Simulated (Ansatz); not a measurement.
System: sum formula SiOF3 (charge 0, doublet). It need not be the lowest isomer of its formula. SMILES: F[Si](F)(F)[O]
Geometry: optimised at B3LYP-D3(BJ)/def2-TZVP (Ansatz, a quantum-chemistry and plane-wave program).

Computed values are from Ansatz. Valence correlation only, unless marked. UHF or UKS for open shells. No spin-orbit coupling. Non-relativistic. CBS marks a two-point X^-3 extrapolation of the correlation energy; Hartree-Fock from the larger set (for Q and 5 zeta extrapolated as (X+1)exp(-9√X)).

```
Quantity                                                                Value
---------------------  ------------------------------------------------------
atomisation energy De  526.8 kcal/mol at CCSD(T)/CBS(cc-pV(Q+d)Z,cc-pV(5+d)Z)
total energy             -663.7938 Eh at CCSD(T)/CBS(cc-pV(Q+d)Z,cc-pV(5+d)Z)
dipole moment                               0.09 D at CCSD(T)/aug-cc-pV(D+d)Z
T1 diagnostic                                       0.012 at CCSD/cc-pV(5+d)Z
```
